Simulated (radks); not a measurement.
The numbers below are computed, except where a source is named.
Problem. Ionisation of the aluminium ion Al5+, [He] 2s2 2p4, to Al6+, [He] 2s2 2p3, under several functionals. Dirac Kohn-Sham, spin-unpolarised, spherical densities, point nucleus; open shells are shared between the two j in proportion to 2j + 1; a radial shooting solver on a logarithmic mesh with Libxc functionals. The NIST Atomic Spectra Database gives 190.49 eV (semi-empirical). Rank these functionals by the error of their Delta-SCF ionisation energy: SOGGA; HCTH/407; PW91; LDA (Slater exchange, Perdew-Wang correlation); exchange-only LDA; PBE; AM05; OLYP.

Solution. From best to worst: exchange-only LDA 193.92 eV (+3.4); SOGGA 195.72 eV (+5.2); AM05 195.82 eV (+5.3); LDA (Slater exchange, Perdew-Wang correlation) 196.13 eV (+5.6); PBE 196.16 eV (+5.7); PW91 196.42 eV (+5.9); OLYP 196.57 eV (+6.1); HCTH/407 197.33 eV (+6.8). Spin polarisation and multiplet splitting are left out, so open shells lie too high by an amount that depends on their filling.

Beside tabulated values, note that spin-unpolarised runs miss the spin-polarisation part of the exchange energy of open shells.
